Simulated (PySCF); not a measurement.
Compound: BF₂H₃Si.
Cartesian coordinates in Å at the PBE0-D3(BJ)/def2-SVP level; atoms count from 1:
```xyz
7
BF2H3Si angstrom
F      1.687   -1.311    0.389
B      1.179   -0.134    0.075
F      2.045    0.837   -0.143
Si    -0.837    0.115   -0.065
H     -1.489   -0.367    1.191
H     -1.203    1.543   -0.298
H     -1.347   -0.714   -1.201
```

Level: CAM-B3LYP/def2-SVPD in PySCF, non-relativistic, on one gas-phase PBE0-D3(BJ)/def2-SVP geometry that isn't relaxed in the solvent. The solvent is an IEF-PCM continuum (Bondi radii, 1.10 Å for H, scaled by 1.2), and excitations are vertical TDDFT with non-equilibrium linear response and a frozen core. Only the electrostatic response of the medium enters.

Gas-phase singlets (H = HOMO, L = LUMO):

| state | E (eV) | λ (nm) | f | leading configurations |
| --- | --- | --- | --- | --- |
| S1 | 6.689 | 185 | 0.037 | H→L 96% |
| S2 | 7.910 | 157 | 0.010 | H-1→L 96% |
| S3 | 8.225 | 151 | 0.037 | H-2→L 85% |
| S4 | 8.392 | 148 | 0.118 | H→L+1 88% |
| S5 | 8.684 | 143 | 0.011 | H→L+2 65%, H→L+3 16% |

What are the lowest 5 singlets in acetone (ε = 20.49)?

| state | E (eV) | λ (nm) | f | leading configurations | change by rank (eV) |
| --- | --- | --- | --- | --- | --- |
| S1 | 6.702 | 185 | 0.048 | H→L 96% | +0.013 |
| S2 | 7.880 | 157 | 0.015 | H-1→L 96% | -0.030 |
| S3 | 8.154 | 152 | 0.088 | H-2→L 92% | -0.071 |
| S4 | 8.391 | 148 | 0.137 | H→L+1 93% | -0.001 |
| S5 | 8.687 | 143 | 0.016 | H→L+3 84% | +0.003 |

How do the frontier levels move from gas to acetone?

```
orbital  gas (eV)  solvent (eV)  change (eV)                   Löwdin shares, gas               Löwdin shares, solvent
 LUMO+2      1.68          1.85        +0.17   Si4 46 %, H6 17 %, B2 11 %, H7 8 %  Si4 43 %, B2 15 %, H6 11 %, H5 10 %
 LUMO+1      0.82          0.96        +0.14    B2 45 %, Si4 29 %, H5 6 %, H7 6 %    B2 50 %, Si4 24 %, F3 7 %, F1 6 %
   LUMO     -0.08          0.13        +0.21  B2 38 %, Si4 26 %, F3 14 %, F1 12 %  B2 38 %, Si4 25 %, F3 14 %, F1 12 %
   HOMO    -10.63        -10.47        +0.16  Si4 34 %, B2 27 %, F3 12 %, F1 12 %  Si4 34 %, B2 27 %, F3 11 %, F1 11 %
 HOMO-1    -11.49        -11.25        +0.24   Si4 42 %, H6 33 %, H5 13 %, H7 6 %   Si4 42 %, H6 32 %, H5 14 %, H7 6 %
 HOMO-2    -11.51        -11.26        +0.25   Si4 43 %, H7 27 %, H5 22 %, B2 5 %   Si4 43 %, H7 28 %, H5 20 %, B2 5 %
 HOMO-3    -13.99        -14.00        -0.01             F1 47 %, F3 47 %, B2 4 %             F1 48 %, F3 47 %, B2 4 %
```

The HOMO–LUMO gap goes from 10.55 to 10.59 eV. Rows go by rank; for HOMO-2 and HOMO-1 the atom shares or the degeneracy differ between the runs, so the row needn't follow one orbital. Shares within a degenerate set are those of one arbitrary member.
